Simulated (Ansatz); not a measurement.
`C[N](C)[SnH2][N](C)C`. Total charge 0; spin multiplicity 1. Sn: def2 effective core potential. The geometry is a stationary point of PBE0-D4/def2-TZVP. It is one conformer, not always the lowest.

```xyz
21

C    -0.768    1.237    1.873
N    -1.430    0.817    0.665
C    -2.487   -0.132    0.901
Sn   -0.396    0.799   -1.062
N     1.297   -0.267   -0.724
C     2.432   -0.106   -1.595
C     1.155   -1.612   -0.228
H    -0.004    1.988    1.660
H    -1.490    1.690    2.567
H    -0.275    0.409    2.410
H    -3.267    0.311    1.537
H    -2.963   -0.427   -0.038
H    -2.144   -1.051    1.406
H    -1.461    0.104   -2.214
H     0.157    2.366   -1.447
H     3.361   -0.353   -1.062
H     2.518    0.931   -1.931
H     2.397   -0.748   -2.492
H     1.012   -2.365   -1.022
H     0.305   -1.682    0.457
H     2.051   -1.907    0.337
```

(1) What is the dipole moment at B3LYP/def2-TZVPP? (Best estimate.)

(2) And with PBE, r2SCAN, ωB97M-V? (Best estimate.)

(3) Give the Mulliken charges with B3LYP, r2SCAN, ωB97M-V in def2-TZVPP. (An estimate is asked.)

Answers

(1) The calculation gave: 0.44 D, with components (0.07, -0.36, -0.24) D in this frame, pointing from negative to positive charge.

(2) Ansatz gave: PBE 0.38 D, r2SCAN 0.40 D, ωB97M-V 0.48 D.

(3) Ansatz gave: 
```tsv
atom	B3LYP	r2SCAN	ωB97M-V
C1	-0.17	-0.03	-0.23
N2	-0.44	-0.45	-0.44
C3	-0.17	-0.04	-0.23
Sn4	0.87	0.82	0.75
N5	-0.42	-0.43	-0.43
C6	-0.18	-0.05	-0.24
C7	-0.18	-0.04	-0.24
H8	0.09	0.04	0.10
H9	0.08	0.04	0.11
H10	0.07	0.03	0.10
H11	0.08	0.04	0.11
H12	0.09	0.05	0.11
H13	0.07	0.03	0.09
H14	-0.15	-0.14	-0.10
H15	-0.13	-0.12	-0.08
H16	0.08	0.04	0.10
H17	0.09	0.05	0.10
H18	0.07	0.03	0.10
H19	0.08	0.04	0.11
H20	0.09	0.04	0.10
H21	0.08	0.04	0.11
```

B3LYP here is the variant with VWN-RPA as its local correlation; programs differ in this.
